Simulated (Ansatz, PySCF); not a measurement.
Molecule: C$_{2}$HClF$_{2}$ (charge 0, singlet). 
Coordinates optimised at B3LYP-D3(BJ)/def2-TZVP (Ansatz, a program for electronic structure):
SMILES: FC(F)=CCl
```xyz
6

C      0.4934    -0.5969     0.0116
C     -0.7993    -0.3316     0.0744
F     -1.7238    -1.2674     0.2000
F     -1.3440     0.8633     0.0232
Cl     1.6824     0.6366    -0.1521
H      0.8441    -1.6141     0.0623
```

Quantity: atomisation energy (electronic, to ground-state atoms), in kJ/mol. Correlated levels leave the core frozen unless marked. UHF or UKS for open shells. No spin-orbit coupling. Non-relativistic. The coupled-cluster limit lacks core correlation, which all-electron functionals hold. CBS(X,Y): correlation extrapolated as X^-3; Hartree-Fock from the larger set.

```tsv
level	program	atomisation energy (kJ/mol)
HF-D3(BJ)/def2-TZVPD	PySCF + dftd3	___
PBE-D4/def2-TZVPD	Ansatz + dftd4	2476.0
B3LYP-D4/def2-TZVPD	Ansatz + dftd4	2326.3
BHLYP-D3(BJ)/def2-TZVPD	Ansatz + dftd3	2194.8
TPSSh-D3(BJ)/def2-TZVPD	PySCF + dftd3	___
r2SCAN0-D4/def2-TZVPD	Ansatz + dftd4	2285.5
LC-wPBE-D3(BJ)/def2-TZVPD	Ansatz + dftd3	___
wB97M-V/def2-TZVPD	Ansatz	2350.4
B2GP-PLYP-D4/def2-TZVPD	Ansatz + dftd4	2306.1
CCSD/cc-pV(T+d)Z	Ansatz	___
CCSD(T)/CBS(cc-pV(T+d)Z,cc-pV(Q+d)Z)	Ansatz	2332.2
```

What belongs in the gaps?


- HF-D3(BJ)/def2-TZVPD, atomisation energy (kJ/mol): 1658.6
- TPSSh-D3(BJ)/def2-TZVPD, atomisation energy (kJ/mol): 2335.0
- LC-wPBE-D3(BJ)/def2-TZVPD, atomisation energy (kJ/mol): 2365.7
- CCSD/cc-pV(T+d)Z, atomisation energy (kJ/mol): 2197.7
